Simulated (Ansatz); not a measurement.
Consider the cleavage of the In–B bond: `[NH2][In]([OH])[BH]S` + NH₃ → `[NH2][In]([NH2])[OH]` + `BS`.

Gas-phase electronic energies from Ansatz, PBE0-D4/def2-TZVP geometries. CBS: MP2 limit from def2 TZ/QZ plus the TZ coupled-cluster correction, frozen cores. This one scheme is used for every species. DFT in def2-TZVPP. B3LYP here is the variant with VWN-RPA as its local correlation; programs differ in this. def2 core potentials past Kr. For In outer-core shells are correlated without core-valence functions, which leaves a few kJ/mol of doubt a bond. Each species was taken in one conformer, which may not be the lowest.

CCSD(T)/CBS gives +0.9 kcal/mol.

Task: Another level gave +0.7 kcal/mol. Which?
A. BHLYP/def2-TZVPP
B. B3LYP/def2-TZVPP
C. revPBE/def2-TZVPP
D. LDA (SPW92)/def2-TZVPP

Result: B. B3LYP 0.7, revPBE 2.8, LDA (SPW92) 4.4, BHLYP -0.3 kcal/mol.

Largest T1 diagnostic among the species: 0.017.

In def2-TZVPP, CCSD(T) changes the Hartree–Fock value by +3.6 kcal/mol (the triples alone add +0.3 kcal/mol) and MP2 by +3.4 kcal/mol. The D4 term adds +0.8 kcal/mol with B3LYP and +0.5 kcal/mol with PBE0; it sums over pairs of atoms, weighted by their polarisabilities, and B3LYP, whose exchange is more repulsive, gets the larger term.

CCSD(T)/CBS has its own doubt, a few kJ/mol and more with outer-core shells, so smaller differences from it don't rank the levels.
